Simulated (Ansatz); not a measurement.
C₈H₈O₂ (`Cc1ccc(C(=O)O)cc1`) at its PBE0-D4/def2-TZVP geometry, where that method's forces vanish. Total charge 0; spin multiplicity 1.

```xyz
18

C    -0.8641    2.2169   -1.7981
C    -0.3976    1.1151   -0.8992
C     0.8397    0.5058   -1.1006
C     1.2614   -0.5310   -0.2911
C     0.4505   -0.9823    0.7454
C     0.9454   -2.0912    1.5856
O     2.0063   -2.6437    1.4431
O     0.0828   -2.4459    2.5564
C    -0.7853   -0.3800    0.9598
C    -1.1988    0.6575    0.1440
H    -0.0250    2.7981   -2.1842
H    -1.5437    2.8945   -1.2788
H    -1.4029    1.8091   -2.6593
H     1.4802    0.8542   -1.9040
H     2.2228   -1.0065   -0.4427
H     0.5066   -3.1706    3.0356
H    -1.4166   -0.7253    1.7684
H    -2.1619    1.1253    0.3197
```

Task: What forces (eV/Å) does PBE-D4/def2-TZVPP give on these atoms in Ansatz? (Estimate.)

Result: The calculation gave: 
```
C1   0.015 -0.003  0.028
C2  -0.081  0.208 -0.161
C3   0.138  0.044 -0.144
C4   0.198 -0.058 -0.076
C5   0.041 -0.175  0.156
C6  -0.420  0.498 -0.243
O7   1.156 -0.579 -0.180
O8  -0.801  0.161  0.380
C9  -0.168 -0.023  0.140
C10 -0.192  0.071  0.055
H11  0.161  0.122 -0.094
H12 -0.147  0.141  0.089
H13 -0.111 -0.064 -0.181
H14  0.141  0.080 -0.179
H15  0.211 -0.106 -0.030
H16  0.212 -0.353  0.229
H17 -0.138 -0.072  0.174
H18 -0.214  0.108  0.036
```
